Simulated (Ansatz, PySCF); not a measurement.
The pair A = HF (SMILES F) (first 2 atoms), B = HI (SMILES I); geometry from B3LYP-D3(BJ)/def2-TZVP.
(charge 0, multiplicity 1):
```xyz
4

F      0.55178     0.61912    -0.26114
H      0.28287    -0.21342    -0.56465
I     -0.13775     0.20986     3.41961
H      0.27300     0.73098     1.94364
```

Cores are frozen in the correlated methods. Filled d and f shells under p-block atoms count as core. CBS: X⁻³ extrapolation of the correlation energy, Hartree–Fock from the larger set.

Codes used: Ansatz (Gaussian basis) for Hartree–Fock, density functionals and correlated methods; PySCF for the dispersion terms. Values without a source in brackets are computed. In def2 rows elements past Kr take small-core potentials, without spin–orbit coupling.

The monomers are drawn apart, rigid, along the line of their centres of mass. Counterpoise-corrected interaction energies (kcal/mol):

| level | R = 4.653 Å | R = 5.543 Å |
|---|---|---|
| PBE/def2-TZVPPD | -0.8623 | -0.3558 |
| PBE-D3(BJ)/def2-TZVPPD | -1.0267 | -0.4159 |
| wB97M-V/def2-TZVPPD | -0.8960 | -0.3928 |
| CCSD(T)/CBS(def2-TZVPPD, def2-QZVPPD) | -0.9079 | -0.3952 |

**Question.** R is the distance of the centres of mass. Find the local exponent m of E ∝ R⁻ᵐ between the two points.

**Answer.** 
m = ln(E₁/E₂)/ln(R₂/R₁): PBE/def2-TZVPPD 5.1; PBE-D3(BJ)/def2-TZVPPD 5.2; wB97M-V/def2-TZVPPD 4.7; CCSD(T)/CBS(def2-TZVPPD, def2-QZVPPD) 4.8. For scale, two fixed dipoles give m = 3, dipole and quadrupole 4, quadrupoles 5, and dispersion or dipole-induced dipole 6 at long range; at these distances several terms mix, and what is left of overlap and damping shifts m, so it need not match one of them.

Ansatz is a program for electronic structure.
